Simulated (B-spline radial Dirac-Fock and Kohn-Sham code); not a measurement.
# 2p1/2 emission of Tc⁴⁺

System: Tc⁴⁺ in the configuration [Kr] 4d2 5p1 (not the ground configuration).

Model: independent-particle rates on relativistic LDA orbitals of the hole state (multipoles up to L = 3, Coulomb Auger matrix elements, transition energies from Dirac-Fock). Program: a radial atomic solver.

```
 line  multipole  energy (eV)  rate (s⁻¹)  share (%)
L2-M1         E1       2248.2    3.07e+12       2.71
L2-M4         E1       2539.4    1.07e+14       94.5
L2-N1         E1       2726.9    6.09e+11      0.539
L2-N4         E1       2806.3    2.53e+12       2.24
```

The listed lines hold 100.0 % of the radiative rate. The radiative width is 0.0743 eV in the length form and 0.0760 eV in the velocity form; the two differ because the transition energies are not eigenvalue differences of the potential that gave the orbitals.

Values without a named source are computed, but for edge energies of neutral atoms, which are taken from tables.
